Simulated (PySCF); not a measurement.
H$_{3}$O$_{3}$Ti (SMILES [OH][Ti]([OH])[OH]), doublet, at a GFN2-xTB geometry (such geometries of metal compounds can be far from the true shape) (the multiplicity is a formal guess). Base run: PBE0/3-21G run with PySCF.

The PySCF input:
```python
from pyscf import gto, scf, dft

mol = gto.Mole()
mol.atom = '''
    Ti   -0.00000000    0.00000000   -0.00000000
    O     1.48908689   -0.02114347   -0.87079164
    H     2.31453910   -0.49707903   -0.73753591
    O    -0.18885001   -0.97643118    1.40961793
    H    -0.92135724   -1.10344426    2.02030929
    O    -1.30023687    0.99757465   -0.53882628
    H    -1.39318186    1.60052328   -1.28277338
'''
mol.basis = '3-21g'
mol.spin = 1
mol.verbose = 4
mol.build()

mf = dft.UKS(mol)
mf.xc = 'pbe0'
mf.kernel()
```

The base run was repeated with changes; each row names its change, and settings that it needs were set with it.

```json
[
 {"change": "base", "basis functions": "60", "E (Eh)": "-1071.23818", "HOMO (eV)": "-4.12"},
 {"change": "basis = ANO-RCC-VDZP; relativity = none", "basis functions": "91", "E (Eh)": "-1075.05667", "HOMO (eV)": "-5.15"},
 {"change": "basis = x2c-SVPall; relativity = spin-free X2C", "basis functions": "93", "E (Eh)": "-1080.86227", "HOMO (eV)": "-4.88"},
 {"change": "basis = cc-pVTZ-DK; relativity = spin-free X2C; nucleus = Gaussian (with mol.nucmod = 'G')", "basis functions": "200", "E (Eh)": "-1081.26874", "HOMO (eV)": "-4.90"},
 {"change": "basis = cc-pVTZ-DK; relativity = none", "basis functions": "200", "E (Eh)": "-1075.07002", "HOMO (eV)": "-4.91"},
 {"change": "basis = ANO-RCC-VDZP; relativity = spin-free X2C; nucleus = Gaussian (with mol.nucmod = 'G')", "basis functions": "91", "E (Eh)": "-1081.26443", "HOMO (eV)": "-5.13"},
 {"change": "basis = x2c-SVPall; relativity = none", "basis functions": "93", "E (Eh)": "-1075.38607", "HOMO (eV)": "-4.84"},
 {"change": "basis = ANO-RCC-VDZP; relativity = spin-free X2C", "basis functions": "91", "E (Eh)": "-1081.26633", "HOMO (eV)": "-5.13"},
 {"change": "basis = cc-pVTZ-DK; relativity = spin-free X2C", "basis functions": "200", "E (Eh)": "-1081.27064", "HOMO (eV)": "-4.90"},
 {"change": "basis = x2c-SVPall; relativity = spin-free X2C; nucleus = Gaussian (with mol.nucmod = 'G')", "basis functions": "93", "E (Eh)": "-1080.86065", "HOMO (eV)": "-4.88"}
]
```

Absolute energies of different levels of theory aren't comparable as measures of quality.

Open shells are given as the SCF converged; they aren't shown to be the lowest states, and a large step between rows can be another state.

Basis sets contracted for a relativistic Hamiltonian are a mismatch without it, so the rows without relativity aren't non-relativistic limits. No row has spin-orbit coupling; sets with core potentials leave out the core electrons.
